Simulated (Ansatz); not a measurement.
Z-matrix (Å, degrees):
```
C
Al 1 1.946
H 1 1.095 2 110.7
H 1 1.094 2 112.4 3 -119.1
H 1 1.093 2 111.6 3 119.4
N 2 1.801 1 117.9 3 78.4
H 2 1.583 1 124.7 3 -101.0
Si 6 1.734 2 122.4 1 177.8
Si 6 1.735 2 120.1 1 -1.8
H 8 1.489 6 111.6 2 115.3
H 8 1.490 6 111.1 2 -124.8
H 8 1.486 6 109.0 2 -4.9
H 9 1.489 6 109.1 2 -167.3
H 9 1.488 6 111.0 2 -47.5
H 9 1.489 6 112.0 2 72.9
```

Charge 0, multiplicity 1.

Problem. List the PBE0/def2-TZVPP orbital energies in eV (the Gaussian-basis code of Ansatz). (An estimate is asked.)

Solution. The calculation gave: Occupied: -1802.77, -1802.67, -1527.55, -390.78, -277.58, -145.06, -144.96, -113.45, -99.73, -99.71, -99.70, -99.63, -99.61, -99.60, -73.58, -73.39, -73.35, -22.97, -19.19, -15.36, -14.36, -12.07, -11.32, -11.24, -10.81, -10.59, -9.99, -9.56, -9.25, -9.02, -8.20, -7.72. Lowest empty: -0.82, -0.17, 0.61, 1.01, 1.29, 1.43, 1.57, 1.93.
